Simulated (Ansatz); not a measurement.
```xyz
13

C     0.736   -1.502   -0.437
S    -0.780   -0.644    0.002
C    -0.921    0.500   -1.375
In    0.128    1.032    1.978
H     0.952   -2.199    0.372
H     0.593   -2.055   -1.366
H     1.564   -0.799   -0.527
H    -1.796    1.121   -1.185
H    -1.063   -0.054   -2.304
H    -0.041    1.140   -1.436
H     1.704    0.303    2.038
H    -1.016    0.691    3.227
H    -0.060    2.466    1.014
```

The species carries charge 0 and has multiplicity 1. In: def2 effective core potential.

Q: List the r2SCAN/def2-TZVPP orbital energies in eV (Ansatz). (An estimate is asked.)

A: Ansatz gave: Occupied: -2410.26, -274.36, -274.36, -214.63, -158.72, -158.63, -158.49, -124.47, -81.14, -80.89, -80.89, -21.90, -19.15, -18.48, -18.29, -18.29, -18.21, -18.20, -16.24, -12.20, -11.98, -11.64, -11.07, -10.27, -10.05, -8.78, -6.72, -6.54, -6.51. Lowest empty: -0.56, -0.54, 0.47, 0.83, 1.21, 1.49, 1.74, 2.10.
